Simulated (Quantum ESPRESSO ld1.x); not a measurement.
As3+, 30 electrons, occupied as [Ar] 3d10 4s1 5d1 (not the ground configuration). Method: scalar-relativistic Kohn-Sham, LDA (Slater exchange, Perdew-Wang correlation), spin-polarised, spherical densities, point nucleus; open shells are filled with parallel spins first; computed with ld1.x of Quantum ESPRESSO 7.5.

Unscreened Slater integrals over Kohn-Sham orbitals (cm^-1). They are taken over the spin-up orbitals.

F0(5d,5d): 36646
F2(5d,5d): 19283
F4(5d,5d): 13399
F0(5d,4s): 48955
G2(5d,4s): 7182.3
F0(5d,3d): 53063
F2(5d,3d): 5632.7
F4(5d,3d): 2492.0
G0(5d,3d): 2236.8
G2(5d,3d): 2393.1
G4(5d,3d): 1765.2
F0(5d,3p): 53215
F2(5d,3p): 5096.6
G1(5d,3p): 1898.9
G3(5d,3p): 1575.9
F0(4s,4s): 117730
F0(4s,3d): 148130
G2(4s,3d): 15184
F0(4s,3p): 149540
G1(4s,3p): 11030
F0(3d,3d): 301790
F2(3d,3d): 142250
F4(3d,3d): 89014
F0(3d,3p): 309940
F2(3d,3p): 147700
G1(3d,3p): 180250
G3(3d,3p): 110730
F0(3p,3p): 321270
F2(3p,3p): 160570

Derived for the open shells (J is the average intra-shell exchange parameter used in DFT+U). 5d: Racah B = F2/49 - 5 F4/441 = 241.6 cm^-1, C = 35 F4/441 = 1063 cm^-1, C/B = 4.40, F4/F2 = 0.695, J = (F2 + F4)/14 = 2334 cm^-1.
